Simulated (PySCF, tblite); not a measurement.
Compound: C₃H₁₃FSi₄.
Cartesian coordinates in Å at the GFN2-xTB level; atoms count from 1:
```
atom  x, y, z in Å
C1    -3.7437   -0.0745   -0.3978
Si2   -2.0221   -0.4903    0.2859
Si3   -0.5949    1.2350    0.9986
Si4    0.7475    0.3733   -0.7202
C5     2.2167   -0.6809   -0.1238
Si6    3.7035    0.3293    0.4770
C7    -0.7565   -0.7941   -1.1801
F8    -1.3167   -0.3706   -2.3948
H9    -3.6940    0.7903   -1.0530
H10   -4.1528   -0.8976   -0.9772
H11   -4.4432    0.1515    0.4017
H12   -2.1255   -1.7324    1.0760
H13   -0.0643    1.1835    2.3696
H14   -1.0921    2.6136    0.8767
H15    1.1565    1.1124   -1.9227
H16    2.5411   -1.3497   -0.9213
H17    1.8736   -1.3229    0.6883
H18    4.2511    1.1124   -0.6316
H19    4.7447   -0.5637    0.9946
H20    3.2594    1.2353    1.5394
H21   -0.4970   -1.8430   -1.3547
```

Computed with PBE0/pcSseg-1 in PySCF (dipole) on a GFN2-xTB geometry, gas phase.

Masses are those of the commonest isotopes; rigid-rotor values at the optimised geometry. The values belong to one conformer with, in the numbering `[CH3:1][Si@@H:2]1[SiH2:3][Si@@H:4]([CH2:5][SiH3:6])[C@@H:7]1[F:8]`, Si3–Si4–C5–Si6 -80°, C1–Si2–Si3–Si4 -118°, Si2–Si3–Si4–C5 -104°, Si3–Si4–C7–F8 109°, C1–Si2–C7–Si4 129°.

(1) Give the principal moments of inertia and the rotational constants in MHz.

(2) Classify the top.

(3) Is it planar, by Δ = Ic − Ia − Ib?

(4) Which types of transition are allowed, and where do some lines up to J = 2 fall?

(5) Estimate the classical rotational partition function at 50 K, 200 K and 500 K.

## Answers

(1) Ia = 270.50, Ib = 990.05, Ic = 1135.25 u·Å²; 505379 MHz·u·Å²/I gives A = 1868, B = 510.5, C = 445.2 MHz.

(2) A near-prolate asymmetric top; Ray's κ = -0.908.

(3) Not planar: Δ = Ic − Ia − Ib = -125.31 u·Å². For a rigid frame Δ = −2 Σ m c², so Σ m c² = 62.65 u·Å² lies off the ab plane: 20.11 from hydrogen and 42.55 from heavier atoms. The atom farthest from that plane is 2.18 Å away.

(4) The dipole components are |μa| = 0.14 D, |μb| = 0.74 D, |μc| = 1.20 D. The squared components, which scale the intensities, stand as 0.01 : 0.38 : 1.00 (a : b : c). Some lines, for components of 0.1 D or more:

```json
{"type": "b", "branch": "R", "J(Ka,Kc)": "2(0,2) ← 1(1,1)", "MHz": "551", "lower level (cm⁻¹)": "0.077"}
{"type": "a", "branch": "R", "J(Ka,Kc)": "1(0,1) ← 0(0,0)", "MHz": "956", "lower level (cm⁻¹)": "0.000"}
{"type": "c", "branch": "Q", "J(Ka,Kc)": "2(1,2) ← 2(0,2)", "MHz": "1295", "lower level (cm⁻¹)": "0.096"}
{"type": "c", "branch": "Q", "J(Ka,Kc)": "1(1,1) ← 1(0,1)", "MHz": "1358", "lower level (cm⁻¹)": "0.032"}
{"type": "a", "branch": "R", "J(Ka,Kc)": "2(1,2) ← 1(1,1)", "MHz": "1846", "lower level (cm⁻¹)": "0.077"}
{"type": "a", "branch": "R", "J(Ka,Kc)": "2(0,2) ← 1(0,1)", "MHz": "1909", "lower level (cm⁻¹)": "0.032"}
{"type": "a", "branch": "R", "J(Ka,Kc)": "2(1,1) ← 1(1,0)", "MHz": "1977", "lower level (cm⁻¹)": "0.079"}
{"type": "c", "branch": "R", "J(Ka,Kc)": "1(1,0) ← 0(0,0)", "MHz": "2379", "lower level (cm⁻¹)": "0.000"}
{"type": "c", "branch": "R", "J(Ka,Kc)": "2(1,1) ← 1(0,1)", "MHz": "3400", "lower level (cm⁻¹)": "0.032"}
{"type": "c", "branch": "Q", "J(Ka,Kc)": "2(2,1) ← 2(1,1)", "MHz": "4073", "lower level (cm⁻¹)": "0.145"}
{"type": "b", "branch": "R", "J(Ka,Kc)": "2(2,1) ← 1(1,0)", "MHz": "6050", "lower level (cm⁻¹)": "0.079"}
{"type": "c", "branch": "R", "J(Ka,Kc)": "2(2,0) ← 1(1,0)", "MHz": "6052", "lower level (cm⁻¹)": "0.079"}
```

(5) Point group C1, symmetry number σ = 1; q = (√π/σ)·√((kT/h)³/(ABC)), k/h = 20836.6 MHz/K: 91500 at 50 K, 732000 at 200 K, 2890000 at 500 K.

Its GFN2-xTB frequencies are all real (lowest 20 cm⁻¹). Zero-point vibration and centrifugal distortion are left out. A rigid rotor knows nothing of internal rotation, which can split or shift real lines.

The run took 77 s on an Arm Neoverse N1 with one thread, no GPU, shared host, and the process peaked at 0.97 GiB of memory. This is the PBE0/pcSseg-1 job that gave the dipole, with the shieldings it also computed.
